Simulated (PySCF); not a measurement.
CdHCl, SMILES [Cl][CdH].

Geometry: B3LYP-D3(BJ)/def2-TZVPD. The def2 effective core potentials stand for the cores of Cd; spin–orbit coupling is left out.

These are ωB97X/def2-TZVPD run with PySCF values and carry that method's errors.

```
Property                                                                                                        Value
---------------------------------------------------------------------------------------------  ----------------------
total energy                                                                                       -628.64188 hartree
point group                                                                                                       C∞v
highest occupied level                                                                                      -11.02 eV
lowest empty level                                                                                            0.91 eV
orbital gap                                                                                                  11.93 eV
dipole moment                                                                                                  2.50 D
quadrupole, principal values (traceless, Buckingham form, about the centre of nuclear charge)   -8.69, 4.34, 4.34 D·Å
mean static polarisability                                                                       45.6 bohr³ (6.76 Å³)
polarisability, principal values                                                               37.9, 37.9, 61.0 bohr³
```
